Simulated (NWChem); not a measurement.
System: C$_{2}$H$_{3}$NO$_{2}$Si; SMILES N([SiH2]C=O)=C=O

Input file for NWChem:

```
start job
memory heap 200 mb stack 900 mb global 1100 mb
geometry units angstroms noautoz
  O      0.604733     3.285850     0.000000
  C      0.212756     2.187143     0.000000
  N     -0.184494     1.056771     0.000000
  Si    -0.786175    -0.554500     0.000000
  C      0.688004    -1.798753     0.000000
  O      0.454955    -2.981157     0.000000
  H     -1.600839    -0.791470     1.222975
  H     -1.600839    -0.791470    -1.222975
  H      1.749475    -1.421663     0.000000
end
basis spherical
  * library def2-svp
end
dft
  xc hfexch
  iterations 150
  mulliken
end
task dft energy
```

Excerpt of the output:

```
             Northwest Computational Chemistry Package (NWChem) 7.3.0
             --------------------------------------------------------

 CS  symmetry detected

                             Geometry "geometry" -> ""
                             -------------------------

 Output coordinates in angstroms (scale by  1.889725989 to convert to a.u.)

  No.       Tag          Charge          X              Y              Z
 ---- ---------------- ---------- -------------- -------------- --------------
    1 O                    8.0000     0.51802318     3.27340604     0.00000000
    2 C                    6.0000     0.15448617     2.16496394     0.00000000
    3 N                    7.0000    -0.21350620     1.02473149     0.00000000
    4 Si                  14.0000    -0.77347060    -0.60150777     0.00000000
    5 C                    6.0000     0.73227901    -1.80736321     0.00000000
    6 O                    8.0000     0.52977381    -2.99537950     0.00000000
    7 H                    1.0000    -1.58175823    -0.85939014     1.22297500
    8 H                    1.0000    -1.58175823    -0.85939014    -1.22297500
    9 H                    1.0000     1.78368130    -1.40304801     0.00000000

 Effective nuclear repulsion energy (a.u.)     245.5502264836

      Symmetry information
      --------------------

 Group name             Cs
 Group number              2
 Group order               2
 No. of unique centers     8

  xc_inp: hfexch multiplicative factor not found.

                                 NWChem DFT Module
                                 -----------------

 Summary of "ao basis" -> "ao basis" (spherical)
 ------------------------------------------------------------------------------
       Tag                 Description            Shells   Functions and Types
 ---------------- ------------------------------  ------  ---------------------
 O                          def2-svp                 6       14   3s2p1d
 C                          def2-svp                 6       14   3s2p1d
 N                          def2-svp                 6       14   3s2p1d
 Si                         def2-svp                 8       18   4s3p1d
 H                          def2-svp                 3        5   2s1p

      Symmetry analysis of basis
      --------------------------

        a'         72
        a"         31

            General Information
            -------------------
          SCF calculation type: DFT
          Wavefunction type:  closed shell.
          No. of atoms     :     9
          No. of electrons :    52
           Alpha electrons :    26
            Beta electrons :    26
          Charge           :     0
          Spin multiplicity:     1
          Use of symmetry is: on ; symmetry adaption is: on
          Maximum number of iterations: 150
          AO basis - number of functions:   103
                     number of shells:    47
          Convergence on energy requested:  1.00D-06
          Convergence on density requested:  1.00D-05
          Convergence on gradient requested:  5.00D-04

              XC Information
              --------------
                     Hartree-Fock (Exact) Exchange  1.000

      Superposition of Atomic Density Guess
      -------------------------------------

 Sum of atomic energies:        -569.11249176

      Non-variational initial energy
      ------------------------------

 Total energy =    -571.641150
 1-e energy   =   -1270.518295
 2-e energy   =     453.326918
 HOMO         =      -0.269437
 LUMO         =      -0.057412

      Symmetry analysis of molecular orbitals - initial
      -------------------------------------------------

  Numbering of irreducible representations:

     1 a'          2 a"

  Orbital symmetries:

     1 a'          2 a'          3 a'          4 a'          5 a'
     6 a'          7 a'          8 a'          9 a"         10 a'
    11 a'         12 a'         13 a'         14 a'         15 a'
    16 a'         17 a'         18 a'         19 a"         20 a'
    21 a"         22 a'         23 a"         24 a'         25 a"
    26 a'         27 a"         28 a'         29 a'         30 a"
    31 a'         32 a'         33 a'         34 a'         35 a"
    36 a'

     ---------------------------------------------
      Total Density - Mulliken Population Analysis
     ---------------------------------------------

    Atom       Charge   Shell Charges
 -----------   ------   -------------------------------------------------------
    1 O    8     8.56   1.99  1.13  0.64  2.99  1.80  0.02
    2 C    6     5.22   1.99  0.89  0.17  1.52  0.54  0.11
    3 N    7     7.60   1.99  1.04  0.44  2.56  1.56  0.02
    4 Si  14    13.26   2.00  1.99  0.99  0.22  5.94  1.08  0.86  0.19
    5 C    6     5.59   1.99  0.96  0.35  1.55  0.67  0.07
    6 O    8     8.68   1.99  1.13  0.69  3.04  1.82  0.01
    7 H    1     1.07   0.69  0.37  0.01
    8 H    1     1.07   0.69  0.37  0.01
    9 H    1     0.96   0.69  0.25  0.02

   convergence    iter        energy       DeltaE   RMS-Dens  Diis-err
 ---------------- ----- ----------------- --------- --------- ---------
 d= 0,ls=0.0,diis     1   -570.1526964608 -8.16D+02  9.10D-03  1.22D+00
 d= 0,ls=0.0,diis     2   -570.2392552573 -8.66D-02  4.27D-03  6.61D-01
 d= 0,ls=0.0,diis     3   -570.3005026845 -6.12D-02  1.08D-03  1.16D-02
 d= 0,ls=0.0,diis     4   -570.3026156758 -2.11D-03  4.54D-04  2.67D-03
 d= 0,ls=0.0,diis     5   -570.3030293930 -4.14D-04  1.85D-04  2.52D-04
  Resetting Diis
 d= 0,ls=0.0,diis     6   -570.3031003050 -7.09D-05  1.12D-04  5.74D-05
 d= 0,ls=0.0,diis     7   -570.3031198228 -1.95D-05  3.19D-05  1.25D-05
 d= 0,ls=0.0,diis     8   -570.3031214410 -1.62D-06  1.16D-05  4.28D-06
 d= 0,ls=0.0,diis     9   -570.3031221407 -7.00D-07  1.87D-05  1.04D-06
 d= 0,ls=0.0,diis    10   -570.3031225160 -3.75D-07  1.73D-06  1.49D-08

         Total DFT energy =     -570.303122516037
      One electron energy =    -1272.341357268870
           Coulomb energy =      511.333720310247
    Exchange-Corr. energy =      -54.845712040968
 Nuclear repulsion energy =      245.550226483553

 Numeric. integr. density =        0.000000000000

                  Occupations of the irreducible representations
                  ----------------------------------------------

                     irrep           alpha         beta
                     --------     --------     --------
                     a'               21.0         21.0
                     a"                5.0          5.0

                       DFT Final Molecular Orbital Analysis
                       ------------------------------------

 Vector   24  Occ=2.000000D+00  E=-4.775654D-01  Symmetry=a'
              MO Center=  1.0D-01,  1.3D+00,  2.1D-15, r^2= 4.0D+00
   Bfn.  Coefficient  Atom+Function         Bfn.  Coefficient  Atom+Function
  ----- ------------  ---------------      ----- ------------  ---------------
    32      0.403677  3 N  px                35     -0.359024  3 N  px
     4      0.342354  1 O  px                 7      0.270366  1 O  px
    78     -0.194242  6 O  px                81     -0.153028  6 O  px
     5     -0.115934  1 O  py                33     -0.110053  3 N  py
    36      0.107113  3 N  py                99      0.101967  9 H  s

 Vector   25  Occ=2.000000D+00  E=-4.527477D-01  Symmetry=a"
              MO Center= -3.9D-01,  9.7D-01,  2.5D-15, r^2= 4.1D+00
   Bfn.  Coefficient  Atom+Function         Bfn.  Coefficient  Atom+Function
  ----- ------------  ---------------      ----- ------------  ---------------
    34      0.392490  3 N  pz                37     -0.359296  3 N  pz
     6      0.314918  1 O  pz                 9      0.257343  1 O  pz
    89      0.194218  7 H  s                 94     -0.194218  8 H  s
    90      0.144385  7 H  s                 95     -0.144385  8 H  s
    52      0.140118  4 Si pz                20     -0.092231  2 C  pz

 Vector   26  Occ=2.000000D+00  E=-4.041685D-01  Symmetry=a'
              MO Center=  4.1D-01, -1.7D+00,  1.0D-15, r^2= 3.5D+00
   Bfn.  Coefficient  Atom+Function         Bfn.  Coefficient  Atom+Function
  ----- ------------  ---------------      ----- ------------  ---------------
    78      0.425446  6 O  px                81      0.362555  6 O  px
    99     -0.251642  9 H  s                 64     -0.248712  5 C  px
    63      0.228478  5 C  s                 50      0.194751  4 Si px
   100     -0.184644  9 H  s                 45      0.166439  4 Si s
    67     -0.158844  5 C  px                32      0.133785  3 N  px

 Vector   27  Occ=0.000000D+00  E= 8.648342D-02  Symmetry=a"
              MO Center=  2.6D-01, -1.6D+00, -2.7D-15, r^2= 3.4D+00
   Bfn.  Coefficient  Atom+Function         Bfn.  Coefficient  Atom+Function
  ----- ------------  ---------------      ----- ------------  ---------------
    55      0.709414  4 Si pz                90     -0.552559  7 H  s
    95      0.552559  8 H  s                 69      0.454581  5 C  pz
    83     -0.425189  6 O  pz                80     -0.325234  6 O  pz
    66      0.317878  5 C  pz                59     -0.120033  4 Si d  1
    20     -0.108052  2 C  pz                23     -0.098028  2 C  pz

 Vector   28  Occ=0.000000D+00  E= 1.449966D-01  Symmetry=a'
              MO Center= -7.9D-01, -9.5D-02, -1.4D-15, r^2= 5.0D+00
   Bfn.  Coefficient  Atom+Function         Bfn.  Coefficient  Atom+Function
  ----- ------------  ---------------      ----- ------------  ---------------
    54      1.143995  4 Si py                63      1.102935  5 C  s
    53     -0.814766  4 Si px                31     -0.598121  3 N  s
    68      0.420112  5 C  py               100     -0.402352  9 H  s
    21      0.259198  2 C  px                67     -0.248181  5 C  px
    17      0.245498  2 C  s                 18      0.243259  2 C  px

 Vector   29  Occ=0.000000D+00  E= 1.525155D-01  Symmetry=a'
              MO Center= -5.3D-01, -1.2D-01,  8.5D-15, r^2= 4.8D+00
   Bfn.  Coefficient  Atom+Function         Bfn.  Coefficient  Atom+Function
  ----- ------------  ---------------      ----- ------------  ---------------
    31      1.193201  3 N  s                 53     -1.167999  4 Si px
    54     -0.867694  4 Si py                17     -0.595788  2 C  s
    90     -0.559158  7 H  s                 95     -0.559158  8 H  s
    63      0.545322  5 C  s                 46     -0.462666  4 Si s
    45      0.383712  4 Si s                 68      0.240201  5 C  py

     ---------------------------------------------
      Total Density - Mulliken Population Analysis
     ---------------------------------------------

    Atom       Charge   Shell Charges
 -----------   ------   -------------------------------------------------------
    1 O    8     8.30   1.99  1.09  0.66  2.80  1.73  0.03
    2 C    6     5.54   1.99  0.92  0.08  1.85  0.55  0.15
    3 N    7     7.57   1.99  0.94  0.51  2.46  1.65  0.02
    4 Si  14    13.07   2.00  1.99  0.95  0.05  5.94  1.21  0.63  0.30
    5 C    6     6.00   1.99  0.92  0.35  1.88  0.77  0.09
    6 O    8     8.34   1.99  1.09  0.73  2.78  1.73  0.02
    7 H    1     1.12   0.74  0.36  0.01
    8 H    1     1.12   0.74  0.36  0.01
    9 H    1     0.95   0.76  0.17  0.02

     -------------------------------------------
      Total Density - Lowdin Population Analysis
     -------------------------------------------

    Atom       Charge   Shell Charges
 -----------   ------   -------------------------------------------------------
    1 O    8     8.17   1.98  0.91  0.64  2.67  1.94  0.04
    2 C    6     5.73   1.97  0.60  0.25  1.65  0.95  0.30
    3 N    7     7.35   1.97  0.73  0.45  2.32  1.85  0.03
    4 Si  14    13.36   2.00  1.93  0.60  0.31  5.83  1.23  1.00  0.46
    5 C    6     5.98   1.97  0.64  0.38  1.72  1.10  0.18
    6 O    8     8.19   1.98  0.93  0.66  2.66  1.94  0.03
    7 H    1     1.11   0.65  0.43  0.02
    8 H    1     1.11   0.65  0.43  0.02
    9 H    1     1.01   0.66  0.28  0.06

     Multipole analysis of the density
     ---------------------------------

     L   x y z        total         alpha         beta         nuclear
     -   - - -        -----         -----         ----         -------
     0   0 0 0     -0.000000    -26.000000    -26.000000     52.000000

     1   1 0 0     -0.185918     -0.092959     -0.092959      0.000000
     1   0 1 0      0.226160      0.113080      0.113080     -0.000000
     1   0 0 1      0.000000      0.000000      0.000000      0.000000

     2   2 0 0    -29.629060    -58.797158    -58.797158     87.965256
     2   1 1 0     -0.793083     -0.636639     -0.636639      0.480195
     2   1 0 1     -0.000000     -0.000000     -0.000000      0.000000
     2   0 2 0    -46.211011   -417.856666   -417.856666    789.502321
     2   0 1 1      0.000000      0.000000      0.000000      0.000000
     2   0 0 2    -30.091643    -20.386947    -20.386947     10.682252
```

Level: Hartree-Fock/def2-SVP. The geometry was optimised at PBE0/def2-SVP.
